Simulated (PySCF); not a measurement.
**Electron correlation in Ni³⁺ (nickel, charge +3)**

[Ar] 3d7, high-spin 4F determinant. Calculation: PySCF 2.14, in def2-TZVPPD (6s6p4d2f1g, 67 functions); the non-relativistic Hamiltonian (point nucleus). Frozen: [Ar]; 7 electrons correlated.

```
  level  correlation energy (mhartree)
   CCSD                        -166.76
    (T)                          -2.00
CCSD(T)                        -168.76
```

Diagnostics: T1 = 0.0037, D1 = 0.0056, largest double amplitude 0.015.

Question: Is a single reference adequate?

Answer: Yes: T1 lies below 0.03 and no double amplitude reaches 0.07.
